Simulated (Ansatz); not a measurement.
Basis-set extrapolation for `O[SiH]1C=C1[SiH3]` (PBE0-D4/def2-TZVP geometry, frozen core, Ansatz). Multiplicity 1, RHF reference.

|  | def2-TZVPP | def2-QZVPP |
| --- | --- | --- |
| HF | -732.031316 | -732.056652 |
| MP2 correlation | -0.789720 | -0.847528 |
| CCSD(T) correlation | -0.868114 | not run |

Energies in hartree. Use E(X) = E(∞) + A·exp(−7.88·√X) for Hartree–Fock and E(X) = E(∞) + B·X^(−2.97) for correlation, with X = 3 and 4, and add CCSD(T) minus MP2 of the smaller set to the MP2 limit.

What is the CCSD(T) energy at the basis-set limit?

HF limit: -732.056652 + (-0.025336) × 0.13774 = -732.06014. MP2 limit: -0.847528 + (-0.057808) × 0.74074 = -0.89035. Higher-order term: -0.868114 − (-0.789720) = -0.07839. Total: -733.02888 hartree, 339.9 kJ/mol below CCSD(T)/def2-TZVPP.
